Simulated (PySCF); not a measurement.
# Reading the logs of faulty runs: CGeH6Si

All numbers below are calculated, not measured. They come from PySCF 2.14.0, an open-source quantum chemistry program, on an isolated molecule that a program drew, which may never have been made. The molecule is CGeH6Si (charge 0, singlet), drawn as the SMILES string `[CH2]=[GeH][SiH3]`.

Each row is a Hartree-Fock (HF) and frozen-core CCSD(T) single point in the cc-pV(D+d)Z basis, meant for a local HF minimum. Run 1 is clean. Each other run has one planted mistake out of seven kinds, and not every kind appears here: one electron removed, one electron added, multiplicity raised by two, geometry at a saddle point, minimal basis STO-3G, one bond length entered in bohr, all coordinates scaled. The reference is restricted for singlets and unrestricted otherwise, and also for a bond in bohr. Adding or removing an electron swaps singlet and doublet. Electrons count all cores. HOMO and LUMO are orbital energies over both spins, the gradient is its largest component, and the lowest frequency (negative if imaginary) is given only where the gradient is small. Bond lengths are over the 8 bonds as drawn. T1 is the CCSD diagnostic: over 0.02 (restricted) or 0.045 (unrestricted) a single reference is doubtful. Germanium has the cc-pVDZ-PP basis, with a core potential (ECP10MDF) in place of its 10 inner electrons, and its 3s, 3p and 3d shells are frozen in CCSD(T).

Geometry of the clean run:
```xyz
9
CGeH6Si, angstrom
C     0.5562    1.1992    1.8256
Ge    1.7224    0.0100    1.2355
Si    1.0954   -1.8357   -0.1411
H    -0.4961    1.1281    1.5782
H     0.8469    2.0352    2.4506
H     3.1930    0.1574    1.6137
H     1.4394   -3.1097    0.5294
H     1.8109   -1.7712   -1.4353
H    -0.3639   -1.7696   -0.3720
```

```
run,electrons,basis functions,<S^2>,HOMO (eV),LUMO (eV),gradient (hartree/bohr),lowest frequency (cm^-1),mean bond (Å),longest bond (Å),T1,HF (hartree),CCSD(T) (hartree),mistake
1,58,90,0.000,-8.20,1.95,8.9e-06,85,1.5357,2.386,0.0138,-623.61075,-624.01701,no fault
2,58,90,0.000,-8.08,1.84,1.6e-02,-,1.5694,2.439,0.0142,-623.60695,-624.01699,all coordinates scaled
3,59,90,0.778,0.53,8.49,4.6e-02,-,1.5357,2.386,0.0181,-623.56896,-623.97772,one electron added
4,57,90,0.757,-16.77,-6.19,4.8e-02,-,1.5357,2.386,0.0142,-623.36019,-623.71279,one electron removed
5,58,90,2.027,-6.19,0.64,8.2e-02,-,1.5357,2.386,0.0118,-623.56077,-623.92411,?
```

**Which mistake was planted in run 5, and what did it cost?**

Electrons, basis and geometry are unchanged, and <S^2> is 2.027, beside S(S+1) = 2.00 for a multiplicity of 3. So the mistake is: multiplicity raised by two. Subtracting run 1 and multiplying by 627.51 kcal/mol a hartree, the energy moved by 31.4 kcal/mol in HF and 58.3 kcal/mol in CCSD(T).

Cautions from the logs. Run 3: the HOMO is above zero, so the electron isn't bound and the energy depends on the basis.
